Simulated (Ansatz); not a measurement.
Reaction (redistribution): `[OH][GaH][SeH]` + `N[CH](F)[GeH3]` → `NC(F)[SeH]` + `[OH][GaH][GeH3]`

Gas-phase electronic energies from Ansatz, PBE0-D4/def2-TZVP geometries. CCSD(T)/CBS is the MP2 limit (def2-TZVPP, def2-QZVPP) plus CCSD(T) − MP2 in def2-TZVPP, frozen cores. Functionals use def2-TZVPP. B3LYP here is the variant with VWN-RPA as its local correlation; programs differ in this. For Ga, Ge, Se outer-core shells are correlated without core-valence functions, which leaves a few kJ/mol of doubt a bond. Scalar relativity is left out up to krypton. Each species was taken in one conformer, which may not be the lowest.

`[OH][GaH][SeH]`:

Z-matrix (Å, degrees):
```
Ga
Se 1 2.328
O 1 1.782 2 119.4
H 1 1.550 2 122.4 3 180.0
H 2 1.469 1 93.1 3 0.1
H 3 0.959 1 114.9 2 -0.1
```

`N[CH](F)[GeH3]`:

```xyz
10

N    -0.590    1.218   -0.678
C    -0.726    0.011    0.024
F    -1.248    0.187    1.330
Ge    1.017   -0.919    0.195
H     0.076    1.853   -0.261
H    -1.470    1.694   -0.832
H    -1.452   -0.625   -0.490
H     2.055    0.118    0.660
H     0.907   -2.052    1.223
H     1.431   -1.486   -1.171
```

`NC(F)[SeH]`:

```xyz
8

N     1.278   -0.082   -0.172
C    -0.076   -0.376    0.050
F    -0.244   -0.936    1.290
Se   -1.223    1.244   -0.045
H     1.538   -0.102   -1.145
H     1.600    0.762    0.280
H    -0.432   -1.090   -0.692
H    -2.443    0.580    0.433
```

`[OH][GaH][GeH3]`:

Cartesian coordinates in Å:
```
O -0.433 -2.030 -1.143
Ga -1.016 -0.650 -0.161
Ge 0.599 1.057 0.507
H 0.504 -2.002 -1.344
H -2.546 -0.729 0.149
H 0.683 1.168 2.041
H 0.195 2.441 -0.031
H 2.013 0.744 -0.018
```

CCSD(T)/CBS gives +95.4 kJ/mol.

Question: Another level gave +105.4 kJ/mol. Which?
A. HF/def2-TZVPP
B. ωB97M-V/def2-TZVPP
C. B3LYP-D4/def2-TZVPP
D. PBE/def2-TZVPP

Answer: A. HF/def2-TZVPP 105.4, B3LYP-D4 88.5, PBE 81.0, ωB97M-V 92.8 kJ/mol.

Largest T1 diagnostic among the species: 0.014.

From PBE to PBE0 (25 % exact exchange), in def2-TZVPP and without D4, ΔE moves by +6.2 kJ/mol. In def2-TZVPP, CCSD(T) changes the Hartree–Fock value by −10.9 kJ/mol (the triples alone add −1.4 kJ/mol) and MP2 by −6.6 kJ/mol.
